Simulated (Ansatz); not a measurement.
Calculated with Ansatz (gas phase, PBE0-D4/def2-TZVP geometries, no zero-point term in ΔE). CCSD(T)/CBS adds triple-zeta CCSD(T) − MP2 to the extrapolated MP2 energy (def2 sets, frozen cores). This one scheme is used for every species. DFT in def2-TZVPP. For Br, Ga outer-core shells are correlated without core-valence functions, which leaves a few kJ/mol of doubt a bond. Scalar relativity is left out up to krypton. Each species was taken in one conformer, which may not be the lowest.

Consider the ligand exchange at a Ga–O bond: `[OH][GaH][Br]` + NH₃ → `[NH2][GaH][Br]` + H₂O.

(1) Is it downhill or uphill in electronic energy at CCSD(T)/CBS, and by how much? (Best estimate.)

(2) What do these levels give: revPBE-D4, r2SCANh-D4, r2SCAN0-D4, r2SCAN, BHLYP, HF/def2-SVP? (Estimate.)

Largest T1 diagnostic among the species: 0.012.

## Answers

(1) Ansatz gave: Uphill: ΔE = +0.14 eV.

(2) Computed: revPBE-D4 0.21, r2SCANh-D4 0.21, r2SCAN0-D4 0.19, r2SCAN 0.23, BHLYP 0.21, HF/def2-SVP 0.21 eV.

From PBE to PBE0 (25 % exact exchange), in def2-TZVPP and without D4, ΔE moves by −0.04 eV. Leaving LDA and LC-ωPBE aside and taking each functional with its dispersion term where it has one, the values, not all of them listed here, spread over 0.09 eV, from PBE-QIDH to B97M-V. LDA lies −0.07 eV from PBE without D4. In def2-TZVPP, CCSD(T) changes the Hartree–Fock value by −0.03 eV (the triples alone add +0.01 eV) and MP2 by −0.04 eV.
